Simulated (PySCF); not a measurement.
**BCl2Br: computed shieldings and shifts**

BCl2Br, BBrCl2, point group C2v.

Geometry (Å), atoms numbered from 1 in this order:
```xyz
4

B     0.020    0.034    0.001
Cl    1.760    0.010    0.027
Cl   -0.827    1.555   -0.005
Br   -0.954   -1.599   -0.022
```

GIAO calculations in PySCF 2.14.0 with density-fitted response routines on the PBE0-D3(BJ)/def2-SVP structure: isolated species, non-relativistic, equivalent atoms averaged; basis pcSseg-1.

**Question.** Give the isotropic shieldings (ppm) with B3LYP, PBE0.

**Answer.** 
| atoms | environment | B3LYP | PBE0 |
| --- | --- | --- | --- |
| Br4 | bromine bonded to B | 2004 | 2036 |
| Cl2/Cl3 | chlorine bonded to B | 612 | 622 |
| B1 | boron bonded to Br, 2 Cl | 38.1 | 44.1 |
| HOMO–LUMO gap (eV) | – | 6.44 | 6.88 |

**Question.** And the chemical shifts, against references computed in the same way?

**Answer.** 
| atoms | nucleus, reference | B3LYP | PBE0 |
| --- | --- | --- | --- |
| Br4 | ⁷⁹Br, HBr | 541 | 549 |
| Cl2/Cl3 | ³⁵Cl, HCl | 319 | 321 |
| B1 | ¹¹B, BF3·OEt2 | 59.7 | 56.6 |

**Question.** Which part of the shielding of Br4 depends on the functional?

**Answer.** Diamagnetic: B3LYP 3123, PBE0 3123 ppm; paramagnetic: B3LYP -1119, PBE0 -1087 ppm. The diamagnetic part, set mainly by inner electrons, hardly moves; the paramagnetic part goes with low-lying magnetically allowed excitations and carries the spread.

Relativistic effects, spin–orbit coupling among them, are left out; they matter for Br and for the light atoms bonded to it.
